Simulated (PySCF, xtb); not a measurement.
GaFCl2, SMILES [F][Ga]([Cl])[Cl].

Harmonic wavenumbers (cm⁻¹) from GFN2-xTB (xtb) at its own minimum, in rising order: 92, 129, 130, 332, 420, 449.

**Question.** What does PBE0-D3(BJ)/def2-SVP (PySCF 2.14.0) give at its own minimum? (Estimate from the structure and the level; the computed values follow.)

**Answer.** 124, 159, 175, 407, 486, 735. Paired by order, the mean absolute difference is 89 cm⁻¹ and the zero-point energies are 2.2 and 3.0 kcal/mol.
